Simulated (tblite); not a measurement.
CH3Cl3Sn, charge -1, doublet, geometry from GFN2-xTB (such geometries of metal compounds can be far from the true shape) (a state made from the parent by changing its charge; the spin is typed, not shown lowest); GFN1-xTB run with tblite.

The tblite input:
```
$ tblite run mol.xyz --method gfn1 --charge -1 --spin 1 --guess eeq --json tblite.json --no-restart

# file mol.xyz
8

C     -2.80617644    -0.40162275     0.12082347
Sn    -0.24461394    -0.03500939     0.01053216
Cl     0.89982516    -1.44031537    -1.75298602
Cl     0.41061725     2.34994459    -0.51604998
Cl     0.94662883    -0.58659495     2.17185494
H     -2.94846383    -1.38425721     0.54586184
H     -3.19286124     0.38524350     0.75152957
H     -3.16113030    -0.33236290    -0.89686246
```

Task: Write the output that tblite gives for this input, abridged.

Result: 
```
xTB calculator
 | screened Coulomb repulsion
 | Coulomb electrostatics
 |  * isotropic Klopman-Ohno-Mataga-Nishimoto electrostatics
 |  * onsite third-order electrostatics
 | DFT-D3(BJ) dispersion correction

halogen bonding energy    0.0000000000000E+00 Eh
repulsion energy          5.6258606189247E-02 Eh
dispersion energy        -3.6486270029852E-03 Eh
number of electrons       3.3000000000000E+01 e
integral cutoff           2.8182813135037E+01 bohr

------------------------------------------------------------
  cycle        total energy    energy error   density error
------------------------------------------------------------
      1     -19.33321479741  -1.9385825E+01   3.8173437E-01
      2     -19.35464179863  -2.1427001E-02   2.3947226E-01
      3     -19.35474867104  -1.0687241E-04   4.5935664E-02
      4     -19.35476963814  -2.0967100E-05   3.2979525E-03
      5     -19.35477358358  -3.9454382E-06   1.5783095E-03
      6     -19.35477491050  -1.3269187E-06   5.7967179E-04
      7     -19.35477524141  -3.3090929E-07   3.4780319E-04
      8     -19.35477544456  -2.0315417E-07   9.2696751E-05
      9     -19.35477545737  -1.2809302E-08   2.0229943E-06
------------------------------------------------------------

electronic energy        -1.9407385436558E+01 Eh
total energy             -1.9354775457372E+01 Eh

Post processing:
 | Mayer-Wiberg bond orders

[Info] JSON dump of results written to 'tblite.json'
```
